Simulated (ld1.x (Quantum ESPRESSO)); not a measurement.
**Before and after: RRKJ potential for silver**

| Quantity | Value |
| --- | --- |
| Element | silver (Ag) |
| Generator | ld1.x (Quantum ESPRESSO) 7.5 |
| Type | norm-conserving RRKJ (Kleinman–Bylander form) |
| Functional | LDA (PZ) |
| Relativity | fully relativistic |
| Frozen core | [Ar] 3d10 4s2 |
| Valence charge | 17 |
| Reference configuration | 4p6 4d10 5s1 5p0 |
| Partial waves | 4p (bound): rc 1.40 bohr; 4d (bound): rc 1.30 bohr; 5s (bound): rc 2.70 bohr |
| Local potential | the s channel |
| Core correction | Bessel-smoothed model core inside 1.10 bohr |
| rho0 | 0.02 |

Open shells are filled in proportion to 2j + 1 (rel_dist='average').

All-electron outer shells of the reference configuration (LDA (PZ), scalar-relativistic, ld1.x):

```tsv
shell	level (eV)	outermost node (bohr)	outermost maximum (bohr)
3d	-358.91	–	0.27
4s	-95.08	0.44	0.82
4p	-58.67	0.44	0.87
4d	-7.66	0.43	1.04
5s	-4.72	1.11	2.49
5p	-0.85	1.25	3.67
```

Change: wave 5s (bound): rc 2.70 bohr becomes 5s (bound): rc 2.28 bohr.

Cutoffs: the cutoffs (Ry, on a coarse ladder) from which the occupation-weighted sum of valence levels, in a spherical-Bessel basis at the reference potential, stays within 10 and 1 mRy of its value at 400 Ry; they do not see the model core or the augmentation charge, which bear on the density cutoff. Errors are all-electron minus pseudo energies relative to the spin-unpolarised reference configuration.

Q: Predict the effect on cutoff, ghosts and configuration errors.

A: The potential gets neither clearly harder nor softer (70 Ry and 120 Ry → 70 Ry and 120 Ry); of the 7 tests that both files solve, the error grows in 3 and shrinks in 0 by more than 15 % and 0.3 meV (median size 91.6 → 79.7 meV); neither file shows a bound ghost at the reference potential, the only one tested. That the errors move this way runs against the usual rule that smaller radii transfer better.

| quantity | base | changed |
| --- | --- | --- |
| cutoff, loose | 70 Ry | 70 Ry |
| cutoff, tight | 120 Ry | 120 Ry |
| bound ghosts | none | none |
| error for 4p6 4d10 5s0 5p0, meV [ΔE 8.10 eV] | -8.2 | -9.9 |
| error for 4p6 4d9 5s0 5p0, meV [ΔE 30.49 eV] | -92 | -80 |
| error for 4p6 4d8 5s0 5p0, meV [ΔE 66.92 eV] | -440 | -400 |
| error for 4p6 4d9 5s1 5p0, meV [ΔE 13.38 eV] | -66 | -78 |
| error for 4p6 4d7 5s0 5p0, meV [ΔE 118.84 eV] | -1111 | -1021 |
| error for 4p6 4d10 5s0 5p1, meV [ΔE 4.02 eV] | -485 | -489 |
| error for 4p6 4d10 5s0.5 5p0, meV [ΔE 3.19 eV] | -1.4 | -1.9 |

Base: These tests converged, but a pseudo level misses the all-electron one widely, so the file describes the atom poorly there or has found another state: 4p6 4d9 5s0 5p0: empty 5p by 2.0 eV; 4p6 4d8 5s0 5p0: empty 5p by 3.2 eV; 4p6 4d7 5s0 5p0: empty 5p by 4.6 eV (a node warning on the way). Changed file: These tests converged, but a pseudo level misses the all-electron one widely, so the file describes the atom poorly there or has found another state: 4p6 4d8 5s0 5p0: empty 5p by 3.1 eV; 4p6 4d7 5s0 5p0: empty 5p by 4.4 eV.
